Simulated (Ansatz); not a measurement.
Isolated molecules relaxed with PBE0-D4/def2-TZVP in Ansatz; ΔE leaves out vibrations. CBS: MP2 limit from def2 TZ/QZ plus the TZ coupled-cluster correction, frozen cores. This one scheme is used for every species. DFT in def2-TZVPP. B3LYP here is the variant with VWN-RPA as its local correlation; programs differ in this. HSE06 is defined as in plane-wave codes. Elements past krypton have def2 core potentials. For Sn outer-core shells are correlated without core-valence functions, which leaves a few kJ/mol of doubt a bond. Each species was taken in one conformer, which may not be the lowest.

Reaction (cleavage of the B–Sn bond): `O[BH][SnH2][F]` + `N[SiH3]` → `OBN[SiH3]` + `[F][SnH3]`

`O[BH][SnH2][F]`:

Z-matrix (Å, degrees):
```
Sn
B 1 2.268
F 1 1.976 2 88.0
H 1 1.707 2 122.7 3 104.9
H 1 1.707 2 122.7 3 -104.9
O 2 1.334 1 110.0 3 0.0
H 2 1.194 1 129.8 3 -180.0
H 6 0.975 2 112.4 1 0.0
```

`N[SiH3]`:

Cartesian coordinates in Å:
```
N 0.737 0.768 -0.071
Si -0.489 -0.420 0.136
H 0.663 1.434 -0.823
H 1.701 0.523 0.092
H -1.804 0.271 0.105
H -0.532 -1.502 -0.893
H -0.275 -1.072 1.454
```

`OBN[SiH3]`:

Z-matrix (Å, degrees):
```
Si
N 1 1.742
H 1 1.487 2 106.6
H 1 1.485 2 111.7 3 -119.1
H 1 1.485 2 111.6 3 119.1
B 2 1.410 1 125.7 3 -179.6
H 2 1.007 1 117.3 3 0.4
O 6 1.369 2 117.2 1 -0.0
H 6 1.201 2 121.4 1 179.9
H 8 0.957 6 113.4 2 180.0
```

`[F][SnH3]`:

```xyz
5

F    -1.247    0.127    1.292
Sn    0.087   -0.009   -0.090
H    -0.793   -0.323   -1.511
H     1.085   -1.297    0.396
H     0.868    1.502   -0.088
```

| level | ΔE (kJ/mol) | difference from CCSD(T)/CBS |
| --- | --- | --- |
| LDA (SPW92) | -104.0 | 5.5 |
| revPBE-D4 | -103.5 | 6.0 |
| BLYP-D4 | -106.3 | 3.2 |
| r2SCAN-D4 | -111.2 | -1.7 |
| B97M-V | -123.5 | -14.0 |
| PBE0-D4 | -110.0 | -0.5 |
| B3LYP-D4 | -113.2 | -3.7 |
| r2SCAN0-D4 | -116.4 | -6.9 |
| HSE06-D4 | -110.0 | -0.5 |
| BHLYP-D4 | -123.0 | -13.5 |
| CAM-B3LYP-D4 | -118.6 | -9.1 |
| ωB97X-V | -114.9 | -5.4 |
| ωB97M-V | -114.4 | -4.9 |
| B2PLYP | -114.3 | -4.8 |
| PBE-QIDH | -116.2 | -6.7 |
| PBE | -100.3 | 9.2 |
| revPBE | -99.7 | 9.8 |
| BLYP | -104.6 | 4.9 |
| r2SCAN | -110.9 | -1.4 |
| PBE0 | -109.4 | 0.1 |
| B3LYP | -112.2 | -2.7 |
| r2SCANh | -113.0 | -3.5 |
| r2SCAN0 | -116.0 | -6.5 |
| BHLYP | -123.3 | -13.8 |
| CAM-B3LYP | -118.1 | -8.6 |
| LC-ωPBE | -115.2 | -5.7 |
| RPA@PBE/def2-TZVPP | -110.9 | -1.4 |
| HF/def2-SVP | -139.8 | -30.3 |
| MP2/def2-SVP | -129.2 | -19.7 |
| CCSD/def2-SVP | -126.9 | -17.4 |
| CCSD(T)/def2-SVP | -124.8 | -15.3 |
| MP2/def2-TZVPP | -114.8 | -5.3 |
| SCS-MP2/def2-TZVPP | -117.7 | -8.2 |
| CCSD/def2-TZVPP | -117.9 | -8.4 |
| HF/def2-QZVPP | -139.9 | -30.4 |
| MP2/def2-QZVPP | -112.1 | -2.6 |
| SCS-MP2/def2-QZVPP | -115.5 | -6.0 |
| HF/CBS(def2) | -139.9 | -30.4 |
| MP2/CBS(def2) | -109.8 | -0.3 |
| CCSD/CBS(def2) | -112.8 | -3.3 |
| CCSD(T)/CBS | -109.5 | 0 |

Largest T1 diagnostic among the species: 0.015.

Leaving LDA and LC-ωPBE aside and taking each functional with its dispersion term where it has one, the values, not all of them listed here, spread over 22.5 kJ/mol, from B97M-V to PBE-D4. LDA lies −3.8 kJ/mol from PBE without D4. From r2SCAN to r2SCAN0 (25 % exact exchange), in def2-TZVPP and without D4, ΔE moves by −5.2 kJ/mol. In def2-TZVPP, CCSD(T) changes the Hartree–Fock value by +24.7 kJ/mol (the triples alone add +3.3 kJ/mol) and MP2 by +24.4 kJ/mol.
